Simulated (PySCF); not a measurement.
**SMILES C=CCC1=CBC=CB1, C7H10B2**

Molfile (atoms numbered from 1):
```
C7H10B2
     RDKit          3D

 19 19  0  0  0  0  0  0  0  0999 V2000
    3.1016   -1.1147   -0.0466 C   0  0  0  0  0  0  0  0  0  0  0  0
    2.2592   -0.0995   -0.0726 C   0  0  0  0  0  0  0  0  0  0  0  0
    1.2770    0.2139    1.0146 C   0  0  0  0  0  0  0  0  0  0  0  0
   -0.1233    0.2179    0.4527 C   0  0  0  0  0  0  0  0  0  0  0  0
   -1.0400   -0.6783    0.8808 C   0  0  0  0  0  0  0  0  0  0  0  0
   -2.4038   -0.8182    0.1723 B   0  0  0  0  0  0  0  0  0  0  0  0
   -2.8261    0.2817   -0.8402 C   0  0  0  0  0  0  0  0  0  0  0  0
   -1.9217    1.1808   -1.2767 C   0  0  0  0  0  0  0  0  0  0  0  0
   -0.5741    1.3393   -0.5327 B   0  0  0  0  0  0  0  0  0  0  0  0
    3.7859   -1.3119   -0.8544 H   0  0  0  0  0  0  0  0  0  0  0  0
    3.1480   -1.7918    0.7909 H   0  0  0  0  0  0  0  0  0  0  0  0
    2.2249    0.5663   -0.9254 H   0  0  0  0  0  0  0  0  0  0  0  0
    1.3766   -0.5090    1.8278 H   0  0  0  0  0  0  0  0  0  0  0  0
    1.4957    1.2134    1.4056 H   0  0  0  0  0  0  0  0  0  0  0  0
   -0.7423   -1.3791    1.6581 H   0  0  0  0  0  0  0  0  0  0  0  0
   -3.0262   -1.8079    0.2677 H   0  0  0  0  0  0  0  0  0  0  0  0
   -3.8151    0.2766   -1.2910 H   0  0  0  0  0  0  0  0  0  0  0  0
   -2.2080    1.8689   -2.0681 H   0  0  0  0  0  0  0  0  0  0  0  0
    0.0019    2.3608   -0.5702 H   0  0  0  0  0  0  0  0  0  0  0  0
  1  2  2  0
  2  3  1  0
  3  4  1  0
  4  5  2  0
  5  6  1  0
  6  7  1  0
  7  8  2  0
  8  9  1  0
  9  4  1  0
  1 10  1  0
  1 11  1  0
  2 12  1  0
  3 13  1  0
  3 14  1  0
  5 15  1  0
  6 16  1  0
  7 17  1  0
  8 18  1  0
  9 19  1  0
M  END
```

Method: GIAO BHandHLYP/pcSseg-1 magnetisability, rotational g tensor and spin-rotation constants, non-relativistic, gas phase (PySCF 2.14.0). Geometry: GFN2-xTB.

(1) Give the nuclear spin-rotation constants along the inertial axes (H = +C I·J) beside the isotropic shieldings.

Results:

(1) Rotational constants 3.6554, 0.9443, 0.8450 GHz. A star marks the isotopologue with that one atom substituted, in its own axes.
| atom | isotope | Caa (kHz) | Cbb (kHz) | Ccc (kHz) | mean (kHz) | σ (ppm) |
| --- | --- | --- | --- | --- | --- | --- |
| B6 | 11B | 1.241 | 0.358 | 0.202 | 0.600 | 40.1 |
| B9 | 11B | 1.243 | 0.349 | 0.225 | 0.606 | 36.8 |
| H10 | 1H | -0.207 | -0.062 | -0.008 | -0.092 | 26.8 |
| H11 | 1H | -0.324 | 0.058 | -0.085 | -0.117 | 26.5 |
| H12 | 1H | -0.309 | 0.067 | -0.086 | -0.109 | 25.9 |
| H13 | 1H | -0.300 | 0.023 | -0.096 | -0.125 | 29.1 |
| H14 | 1H | -0.331 | -0.072 | 0.004 | -0.133 | 28.5 |
| H15 | 1H | -0.171 | 0.062 | -0.097 | -0.069 | 24.9 |
| H16 | 1H | -0.264 | 0.039 | -0.052 | -0.092 | 25.7 |
| H17 | 1H | 0.441 | -0.099 | -0.087 | 0.085 | 24.4 |
| H18 | 1H | -0.165 | 0.060 | -0.090 | -0.065 | 24.4 |
| H19 | 1H | -0.275 | 0.035 | -0.044 | -0.095 | 25.4 |
| C1 | 13C* | 0.835 | 0.363 | 0.232 | 0.477 | 65.7 |
| C2 | 13C* | 0.950 | 0.425 | 0.253 | 0.542 | 40.3 |
| C3 | 13C* | 0.680 | 0.186 | 0.178 | 0.348 | 131.8 |
| C4 | 13C* | 2.138 | 0.445 | 0.127 | 0.903 | -1.1 |
| C5 | 13C* | 1.544 | 0.438 | 0.164 | 0.716 | 25.5 |
| C7 | 13C* | 2.049 | 0.394 | 0.125 | 0.856 | 15.0 |
| C8 | 13C* | 1.629 | 0.462 | 0.153 | 0.748 | 16.6 |

For the geometry as given, no vibrational averaging.
